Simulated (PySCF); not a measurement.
## Structure from 2D NMR

Compound of formula C5H14OSi2. Correlations simulated from computed shifts and the bond graph:

HSQC (one-bond C–H):
| δH | δC |
| --- | --- |
| 4.39 | 71.9 |
| 3.40 | 71.9 |
| 0.86 | 16.8 |
| 0.73 | 16.8 |
| -0.17 | -8.6 |

COSY cross peaks (H two or three bonds apart, from the bond graph; peaks can be absent where the dihedral angle is near 90°):
| δH | δH |
| --- | --- |
| 4.39 | 3.40 |
| 4.39 | 0.86 |
| 4.39 | 0.73 |
| 4.27 | 0.86 |
| 4.27 | 0.73 |
| 4.27 | -0.17 |
| 3.97 | -0.17 |
| 3.40 | 0.86 |
| 3.40 | 0.73 |
| 0.86 | 0.73 |

HMBC (two and three bonds, from the bond graph):
| δH | δC |
| --- | --- |
| 4.39 | 71.9, 16.8 |
| 4.27 | 71.9, 16.8, -8.6 |
| 3.97 | -8.6 |
| 3.40 | 71.9, 16.8 |
| 0.86 | 71.9, 16.8, -8.6 |
| 0.73 | 71.9, 16.8, -8.6 |
| -0.17 | 16.8 |

Calculated, not measured (PySCF 2.14.0 with density-fitted response routines): geometry: PBE0-D3(BJ)/def2-SVP, NMR shieldings at KT2/pcSseg-1/GIAO. No solvent, one conformer, no relativistic terms, rapidly exchanging positions averaged.

Referencing at the same level of theory: TMS for 1H, 13C.

Exchangeable hydrogens are left out of these lists.

Work out the connectivity.

Results:

`[SiH3]C[SiH]1CCOCC1`.

Atoms are numbered as in `[SiH3:1][CH2:2][SiH:3]1[CH2:4][CH2:5][O:6][CH2:7][CH2:8]1`. Hydrogens are named by the atom that carries them. Ha(C4), Ha(C5), Ha(C7), Ha(C8) are cis to C2 on the ring; Hb(C4), Hb(C5), Hb(C7), Hb(C8) are trans to C2 on the ring.

1. δC 71.9 is C5/C7, an sp3 CH2 bonded to O (δH 3.40, 4.39).
2. δC 16.8 is C4/C8, an sp3 CH2 bonded to Si (δH 0.86, 0.73).
3. δC -8.6 is C2, an sp3 CH2 bonded to 2 Si (δH -0.17).
4. COSY links 4.39–3.40, 4.39–0.86, 4.39–0.73, 4.27–0.86, 4.27–0.73, 4.27–-0.17.

This is the structure that produced the data.

Shifts are as computed. Against solution values, carbons near 30 ppm lie about +2 ppm off and those near 130 ppm about -5 ppm. Of 1211 compounds with measured shifts, 218 miss one by over three times the rms of a fit or turn the order of signals round; such compounds aren't used in these exercises.
